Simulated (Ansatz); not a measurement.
Ideal-gas functions of `[OH][Cd][SH]` at 500 K and 1 bar, from an Ansatz frequency run at PBE0-D4/def2-TZVP.

Molar mass 162.49 g/mol, point group C1 (symmetry number 1), electronic degeneracy 1, moments of inertia 2.503, 235.134, 236.142 u Å². Harmonic wavenumbers (cm⁻¹, unscaled): 111, 116, 146, 351, 596, 664, 783, 2706, 3891.

Use S(trans) = R[1.5 ln M + 2.5 ln T − 1.1517]; rotational temperatures θ = 24.2544 K / I; S(rot) = R[ln(√π/σ · √(T³/θAθBθC)) + 1.5]; for each mode x = 1.438777 ν̃/T, S = R[x/(eˣ − 1) − ln(1 − e⁻ˣ)] and H = RT x/(eˣ − 1); 1 cm⁻¹ = 0.0119627 kJ/mol; R = 8.31446 J/(mol·K).

**Question.** By hand: the entropy, in J/(mol·K).

**Answer.** Translation 183.1. Rotation: θ = 9.6901, 0.1032, 0.1027 K, giving 104.2. Vibration, mode by mode: 17.84, 17.48, 15.59, 8.58, 4.78, 4.09, 3.12, 0.03, 0.00, in all 71.5. Electronic 0.0. Sum 358.8 J/(mol·K).

**Question.** By hand: H − E and G − E in kJ/mol, counted from the electronic energy.

**Answer.** Zero-point energy ½ × 9364 × 0.0119627 = 56.0; thermal vibration 16.8; translation, rotation and pV give 4 RT = 16.6. H − E = 89.4 kJ/mol, and G − E = 89.4 − 500 × 358.8/1000 = -90.0 kJ/mol.

Vibration gives 20 % of the entropy, 50.9 J/(mol·K) of it from the modes under 150 cm⁻¹: soft modes count most, and the harmonic formula is weakest for them. The sum counts one conformer and one mirror image; others add a mixing term.
